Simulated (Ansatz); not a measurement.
Basis-set extrapolation for `C[O][Al-]([CH3])([CH3])[O+]1CCCC1` (PBE0-D4/def2-TZVP geometry, frozen core, the Gaussian-basis code of Ansatz). Multiplicity 1, RHF reference.

```json
{"": "HF", "def2-TZVPP": "-666.862472", "def2-QZVPP": "-666.889825"}
{"": "MP2 correlation", "def2-TZVPP": "-1.783961", "def2-QZVPP": "-1.904397"}
{"": "CCSD(T) correlation", "def2-TZVPP": "-1.944770", "def2-QZVPP": "not run"}
```

Energies in hartree. Use E(X) = E(∞) + A·exp(−7.88·√X) for Hartree–Fock and E(X) = E(∞) + B·X^(−2.97) for correlation, with X = 3 and 4, and add CCSD(T) minus MP2 of the smaller set to the MP2 limit.

Problem. What is the CCSD(T) energy at the basis-set limit?

Solution. HF limit: -666.889825 + (-0.027353) × 0.13774 = -666.89359. MP2 limit: -1.904397 + (-0.120436) × 0.74074 = -1.99361. Higher-order term: -1.944770 − (-1.783961) = -0.16081. Total: -669.04801 hartree, 632.1 kJ/mol below CCSD(T)/def2-TZVPP.
